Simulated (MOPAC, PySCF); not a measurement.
Br2FGa, SMILES `[F][Ga]([Br])[Br]`, neutral singlet in the gas phase. 

Z-matrix (Å, degrees):
```
Ga
F 1 1.7364
Br 1 2.2497 2 117.76
Br 1 2.2499 2 117.95 3 180.00
```
Charge 0, multiplicity 1.

All levels are single points at this geometry (PBE0-D4/def2-TZVP); Pople sets use spherical d functions. Orbital energies aren't observables, and empty levels follow the basis.

| level | HOMO (eV) | LUMO (eV) | gap (eV) | dipole (D) | vertical IE, Delta-SCF (eV) |
|---|---|---|---|---|---|
| B3LYP-D3(BJ)/def2-TZVP in PySCF | -8.73 | -2.51 | 6.22 | 1.14 | 11.01 |
| PBE-D3(BJ)/def2-TZVP in PySCF | -7.69 | -3.09 | 4.60 | 1.07 | – |
| PBE0-D4/def2-TZVP in PySCF | -9.01 | -2.18 | 6.83 | 1.12 | 11.09 |
| M06-2X/6-31G* in PySCF | -10.22 | -1.37 | 8.85 | 0.94 | – |
| SVWN5/6-31G* in PySCF | -7.77 | -3.45 | 4.32 | 0.98 | 10.82 |
| HF/3-21G in PySCF | -11.74 | 1.28 | 13.02 | 0.65 | – |
| HF/6-31G* in PySCF | -11.95 | 1.12 | 13.07 | 1.07 | 11.11 |
| HF/STO-3G in PySCF | -8.39 | 4.51 | 12.90 | 0.46 | – |
| PM6 in MOPAC | -11.52 | -2.39 | 9.12 | 1.66 | – |
